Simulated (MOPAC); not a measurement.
MOPAC input (PM6):

```
PM6 FORCE THERMO(298,298) PRECISE LET UHF MS=0.5 GEO-OK AUX(PRECISION=9) THREADS=1
CH2N

C    -0.01197146 1    0.01423454 1   -0.49888499 1
N     0.01821899 1   -0.02163233 1    0.75836739 1
H     0.83956698 1    0.30837508 1   -1.13226612 1
H    -0.89339755 1   -0.24453370 1   -1.10641924 1
```

Output:

```
 *******************************************************************************
 **                                                                           **
 **                              MOPAC v23.2.5                                **
 **                                                                           **
 *******************************************************************************
 ** MOPAC's Digital Object Identifier: https://doi.org/10.5281/zenodo.6511958 **
 **                                                                           **
 ** Please cite the open-source release paper for use of this MOPAC version:  **
 ** J. E. Moussa and J. J. P. Stewart (2026)                                  **
 ** MOPAC: An open-source semiempirical molecular orbital program             **
 ** J. Open Source Softw., 11(119), 8025, https://doi.org/10.21105/joss.08025 **
 *******************************************************************************

                              PM6 CALCULATION RESULTS

 *******************************************************************************
 *  PM6        - The PM6 Hamiltonian to be used
 *  GEO-OK     - OVERRIDE INTERATOMIC DISTANCE AND OTHER SAFETY CHECKS
 *  UHF        - UNRESTRICTED HARTREE-FOCK CALCULATION
 *  MS=        - IN MECI, MAGNETIC COMPONENT OF SPIN =  0.5
 *  LET        - OVERRIDE SOME SAFETY CHECKS
 *  PRECISE    - TIGHTER CRITERIA TO BE USED
 *  FORCE      - FORCE CALCULATION SPECIFIED
 *  AUX        - OUTPUT AUXILIARY INFORMATION
 *  THERMO     - THERMODYNAMIC QUANTITIES TO BE CALCULATED
 *******************************************************************************
PM6 FORCE THERMO(298,298) PRECISE LET UHF MS=0.5 GEO-OK AUX(PRECISION=9) THREADS=1
 CH2N

   ATOM   CHEMICAL          X               Y               Z
  NUMBER   SYMBOL      (ANGSTROMS)     (ANGSTROMS)     (ANGSTROMS)

     1       C         -0.01197146  *   0.01423454  *  -0.49888499  *
     2       N          0.01821899  *  -0.02163233  *   0.75836739  *
     3       H          0.83956698  *   0.30837508  *  -1.13226612  *
     4       H         -0.89339755  *  -0.24453370  *  -1.10641924  *

          CARTESIAN COORDINATES

    NO.       ATOM           X           Y           Z

     1         C         -0.0120      0.0142     -0.4989
     2         N          0.0182     -0.0216      0.7584
     3         H          0.8396      0.3084     -1.1323
     4         H         -0.8934     -0.2445     -1.1064

 General Reference for PM6:
 "Optimization of Parameters for Semiempirical Methods V: Modification of NDDO Approximations
 and Application to 70 Elements", J. J. P. Stewart, J. Mol. Mod., 13, 1173-1213 (2007)
 URL: https://link.springer.com/article/10.1007/s00894-007-0233-4

           Empirical Formula: C H2 N  =     4 atoms

      MOLECULAR POINT GROUP   :   C2v

          UHF CALCULATION, NO. OF ALPHA ELECTRONS =    6
                           NO. OF BETA  ELECTRONS =    5

          HEAT OF FORMATION =      59.076942 KCALS/MOLE

          CARTESIAN COORDINATE DERIVATIVES

   NUMBER  ATOM         X            Y            Z

     1       C     -0.002390     0.029099     0.000001
     2       N      0.006368     0.000872    -0.000000
     3       H      0.008843    -0.012110    -0.000000
     4       H     -0.012821    -0.017861    -0.000000

 DIPOLE           X         Y         Z       TOTAL
 POINT-CHG.    -2.117    -0.000    -0.000     2.117
 HYBRID        -0.753     0.000    -0.000     0.753
 SUM           -2.869    -0.000    -0.000     2.869

          GRADIENT NORM =   0.04003

          MOLECULAR WEIGHT =   28.03

          ROTATIONAL CONSTANTS IN CM(-1)

          A =   10.10743873   B =    1.25914373   C =    1.11966091

           PRINCIPAL MOMENTS OF INERTIA IN UNITS OF 10**(-40)*GRAM-CM**2

          A =        2.7695   B =       22.2316   C =       25.0011

          ORIENTATION OF MOLECULE IN FORCE CALCULATION

    NO.       ATOM         X         Y         Z

     1          C      -0.5840    0.0000    0.0000
     2          N       0.6742    0.0000    0.0000
     3          H      -1.2049    0.9096    0.0000
     4          H      -1.2049   -0.9097   -0.0000

    FIRST DERIVATIVES WILL BE USED IN THE CALCULATION OF SECOND DERIVATIVES

    FOR POINT-GROUP C2v  THERE ARE   4 UNIQUE SYMMETRY FUNCTIONS.


(To convert to Hartree/Bohr^2, multiply by (10^(-21) x N x a0^2)/(4.184 x 627.51) =  0.0642)

           FORCE MATRIX IN MILLIDYNES/ANGSTROM

                  C  1       N  2       H  3       H  4
 ------------------------------------------------------
     C    1  13.863924
     N    2  10.711154  12.299293
     H    3   3.163080   0.979535   4.014904
     H    4   3.162689   0.979187   0.489176   4.014904

          HEAT OF FORMATION =      59.076942 KCALS/MOLE

          ZERO POINT ENERGY      14.493 KCAL/MOL

           NORMAL COORDINATE ANALYSIS (Total motion = 1 Angstrom)

   Root No.       1         2         3         4         5         6

                 1 B2      1 B1      1 A1      2 A1      2 B2      3 A1

                 814.0    1058.7    1213.2    1733.6    2619.8    2698.9

           1   -0.0000    0.0000   -0.0397    0.3493    0.0000   -0.0384
           2    0.0980    0.0000    0.0000    0.0000   -0.0555    0.0000
           3    0.0000   -0.1080    0.0000    0.0000   -0.0000    0.0000
           4    0.0000   -0.0000   -0.0201   -0.3212    0.0000   -0.0058
           5   -0.0533   -0.0000   -0.0000   -0.0000   -0.0049   -0.0000
           6   -0.0000    0.0306   -0.0000   -0.0000   -0.0000   -0.0000
           7   -0.3666   -0.0000    0.3761    0.1507   -0.2961    0.2696
           8   -0.2137   -0.0000    0.2821   -0.0666    0.3647   -0.3946
           9   -0.0000    0.4307    0.0000   -0.0000    0.0000   -0.0000
          10    0.3666   -0.0000    0.3761    0.1507    0.2961    0.2696
          11   -0.2137   -0.0000   -0.2820    0.0666    0.3647    0.3946
          12   -0.0000    0.4307   -0.0000    0.0000    0.0000    0.0000

           MASS-WEIGHTED COORDINATE ANALYSIS (NORMAL COORDINATES)

   Root No.       1         2         3         4         5         6

                 1 B2      1 B1      1 A1      2 A1      2 B2      3 A1

                 814.0    1058.7    1213.2    1733.6    2619.8    2698.9

           1   -0.0000    0.0000   -0.2008    0.7030    0.0000   -0.1925
           2    0.4720    0.0000    0.0000    0.0000   -0.2769    0.0000
           3    0.0000   -0.5154    0.0000    0.0000   -0.0000    0.0000
           4    0.0000   -0.0000   -0.1095   -0.6981    0.0000   -0.0316
           5   -0.2772   -0.0000   -0.0000   -0.0000   -0.0264   -0.0000
           6   -0.0000    0.1577   -0.0000   -0.0000   -0.0000   -0.0000
           7   -0.5112   -0.0000    0.5507    0.0879   -0.4281    0.3912
           8   -0.2980   -0.0000    0.4130   -0.0388    0.5273   -0.5726
           9   -0.0000    0.5956    0.0000   -0.0000    0.0000   -0.0000
          10    0.5112   -0.0000    0.5507    0.0879    0.4281    0.3912
          11   -0.2980   -0.0000   -0.4130    0.0388    0.5273    0.5726
          12   -0.0000    0.5956   -0.0000    0.0000    0.0000    0.0000

          DESCRIPTION OF VIBRATIONS

 VIBRATION          1    1B2         ATOM PAIR     ENERGY CONTRIBUTION    RADIAL
 FREQUENCY           814.03         C 1 -- H 3         +43.0% ( 86.9%)     14.2%
 TRANSITION DIPOLE   0.2262         C 1 -- H 4         +43.0% ( 86.9%)     14.2%
 TRAVEL (Ang.)       0.2991         C 1 -- N 2         +14.1% ( 49.8%)      0.0%
 REDUCED MASS        0.9261
 EFFECTIVE MASS      4.0523
 FORCE CONSTANT      0.3616

 VIBRATION          2    1B1         ATOM PAIR     ENERGY CONTRIBUTION    RADIAL
 FREQUENCY          1058.72         C 1 -- H 3         +45.1% ( 62.1%)      0.0%
 TRANSITION DIPOLE   0.8789         C 1 -- H 4         +45.1% ( 62.1%)      0.0%
 TRAVEL (Ang.)       0.2396         C 1 -- N 2          +9.9% ( 29.0%)      0.0%
 REDUCED MASS        1.1097
 EFFECTIVE MASS      2.9785
 FORCE CONSTANT      0.7329

 VIBRATION          3    1A1         ATOM PAIR     ENERGY CONTRIBUTION    RADIAL
 FREQUENCY          1213.24         C 1 -- H 3         +48.7% ( 60.4%)      0.9%
 TRANSITION DIPOLE   0.4902         C 1 -- H 4         +48.7% ( 60.4%)      0.9%
 TRAVEL (Ang.)       0.3424         C 1 -- N 2          +2.7% ( 14.2%)    100.0%
 REDUCED MASS        0.4741
 EFFECTIVE MASS      1.3837
 FORCE CONSTANT      0.4112

 VIBRATION          4    2A1         ATOM PAIR     ENERGY CONTRIBUTION    RADIAL
 FREQUENCY          1733.60         C 1 -- N 2         +63.8% ( 99.8%)    100.0%
 TRANSITION DIPOLE   0.7595         C 1 -- H 4         +18.1% ( 53.1%)     26.1%
 TRAVEL (Ang.)       0.0788         C 1 -- H 3         +18.1% ( 53.1%)     26.1%
 REDUCED MASS        6.2603
 EFFECTIVE MASS     12.8289
 FORCE CONSTANT     11.0852

 VIBRATION          5    2B2         ATOM PAIR     ENERGY CONTRIBUTION    RADIAL
 FREQUENCY          2619.82         C 1 -- H 3         +49.6% ( 72.5%)     98.8%
 TRANSITION DIPOLE   0.8875         C 1 -- H 4         +49.6% ( 72.5%)     98.8%
 TRAVEL (Ang.)       0.2270         C 1 -- N 2          +0.7% (  8.6%)      0.0%
 REDUCED MASS        0.4996
 EFFECTIVE MASS      1.4360
 FORCE CONSTANT      2.0204

 VIBRATION          6    3A1         ATOM PAIR     ENERGY CONTRIBUTION    RADIAL
 FREQUENCY          2698.91         C 1 -- H 4         +49.6% ( 69.2%)     96.2%
 TRANSITION DIPOLE   0.8146         C 1 -- H 3         +49.6% ( 69.2%)     96.2%
 TRAVEL (Ang.)       0.2275         C 1 -- N 2          +0.7% (  8.4%)    100.0%
 REDUCED MASS        0.4828
 EFFECTIVE MASS      1.2382
 FORCE CONSTANT      2.0721

      SYMMETRY NUMBER FOR POINT-GROUP C2v =  2

          SYSTEM IS A GROUND STATE

 CH2N

          MOLECULE IS NOT LINEAR

          THERE ARE  6 GENUINE VIBRATIONS IN THIS SYSTEM
          THIS THERMODYNAMICS CALCULATION IS LIMITED TO
          MOLECULES WHICH HAVE NO INTERNAL ROTATIONS

                    CALCULATED THERMODYNAMIC PROPERTIES
                                          *
   TEMP. (K)   PARTITION FUNCTION   H.O.F.    ENTHALPY  HEAT CAPACITY ENTROPY
                                   KCAL/MOL   CAL/MOLE    CAL/K/MOL  CAL/K/MOL

 298.00  VIB.     0.1029D+01                    76.1085     1.1740     0.3130
         ROT.     0.6998D+03                   888.2803     2.9808    15.9986
         INT.     0.7204D+03                   964.3888     4.1548    16.3116
         TRA.     0.1435D+27                  1480.4672     4.9680    35.9248
         TOT.                       59.077    2444.8559     9.1228    52.2364

   *: NOTE: HEATS OF FORMATION ARE RELATIVE TO THE
            ELEMENTS IN THEIR STANDARD STATE AT 298K
              (=  Standard Enthalpy of Formation).

            Hvib:  Zero-point energy is not included.
                   frequencies of less than zero cm-1 are not included.
            Hrot = (3/2)RT
            Htra = (3/2)RT + pV = (5/2)RT

            Heat capacity is Cp, not Cv

          For more information, see: HTTP://OpenMOPAC.net/Manual/thermochemistry.html

           FORCE CONSTANT IN CARTESIAN COORDINATES (Millidynes/A)

    ATOM   CHEMICAL       X               Y               Z
   NUMBER   SYMBOL  FORCE CONSTANT  FORCE CONSTANT  FORCE CONSTANT

      1       C       12.840186        4.770982        2.106351
      2       N       12.293284        0.461285        0.229255
      3       H        1.790717        2.738362        0.237054
      4       H        1.790642        2.738438        0.237054

 **********************
 *                    *
 * JOB ENDED NORMALLY *
 *                    *
 **********************

 == MOPAC DONE ==
```
